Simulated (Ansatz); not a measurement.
CH4AlFS, SMILES `C[S][AlH][F]`, relaxed with RKS PBE-D4/def2-SVP in Ansatz from a rough embedded geometry. The force threshold is 0.03 eV/Å; the program also tests the step.

Total charge 0; spin multiplicity 1.

Start:

```xyz
8

C     0.980    0.581   -0.637
S    -0.172   -0.627   -1.293
Al   -1.257   -0.832    0.661
F    -2.637    0.226    1.143
H     1.626    0.164    0.144
H     1.720    0.892   -1.510
H     0.491    1.514   -0.311
H    -0.752   -1.919    1.804
```

(1) By how much does the energy fall, and how many steps does the optimiser take? (An estimate is asked.)

(2) Which bonds change most? (Best estimate.)

(3) Give the relaxed structure. (Best estimate.)

## Answers

(1) Computed: 60.04 kJ/mol, in 16 steps, 1 of them rejected.

(2) Ansatz gave: Al3–F4 from 1.805 to 1.678 Å; C1–H6 from 1.186 to 1.106 Å; Al3–H8 from 1.656 to 1.589 Å; S2–Al3 from 2.245 to 2.179 Å.

(3) The calculation gave: 
```xyz
8

C     1.083    0.591   -0.631
S    -0.721    0.494   -1.013
Al   -1.370   -0.686    0.700
F    -3.001   -1.061    0.824
H     1.350    0.051    0.300
H     1.648    0.149   -1.474
H     1.366    1.654   -0.520
H    -0.354   -1.191    1.813
```
